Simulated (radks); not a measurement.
Question: The mean radii <r> (bohr) of the occupied orbitals of an atom or ion are listed with their occupations. All-electron calculation, scalar-relativistic Kohn-Sham, exchange-only LDA, spin-polarised, spherical densities, point nucleus. Program: a radial shooting solver on a logarithmic mesh with Libxc functionals.

| orbital | occ. | <r> |
|---|---|---|
| 1s up | 1 | 0.04155 |
| 1s down | 1 | 0.04155 |
| 2s up | 1 | 0.1828 |
| 2s down | 1 | 0.1827 |
| 2p up | 3 | 0.1594 |
| 2p down | 3 | 0.1593 |
| 3s up | 1 | 0.4783 |
| 3s down | 1 | 0.4790 |
| 3p up | 3 | 0.4714 |
| 3p down | 3 | 0.4722 |
| 3d up | 1 | 0.4322 |

Name the element and its charge. Open shells, if any, are filled with parallel spins first.

Answer: Z = 36, krypton, charge +17: Kr17+ in [Ar] 3d1. The 1s radius gives Z: for a bare nucleus <r> = (2 gamma + 1)/(2Z) with gamma = sqrt(1 - (Z/c)^2), 0.04069 bohr for Z = 36, and screening makes it slightly larger (0.04155 here). The occupations add up to 19, and the charge is Z minus that.
